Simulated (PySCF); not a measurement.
**Pd⁺: fine-structure interval**

Pd⁺ [Kr] 4d9 [4d3/2^4 4d5/2^5, M_J = 5/2] → Pd⁺ [Kr] 4d9 [4d3/2^3 4d5/2^6, M_J = 3/2], as a difference of total energies. Computed with PySCF 2.14 in x2c-SVPall-2c (6s8p6d1f, 67 functions), with the two-component X2C-1e Hamiltonian. Correlated levels: [Ar] 3d10 frozen; the 6 highest virtual spinors dropped. "Screened" scales the spin-orbit matrix elements by Boettger's factors to mimic the two-electron term; Breit and QED terms are absent.

```
                    method  fine-structure interval (cm⁻¹)
 GHF (screened spin-orbit)                          3573.9
GMP2 (screened spin-orbit)                          3891.6
     GHF (bare spin-orbit)                          4650.8
```

Errors of the correlated levels include the incompleteness of this basis and the frozen core.

For comparison: 3539.2 cm⁻¹ (measured; NIST Handbook of Basic Atomic Spectroscopic Data (Sansonetti and Martin, J. Phys. Chem. Ref. Data 34, 1559 (2005))).
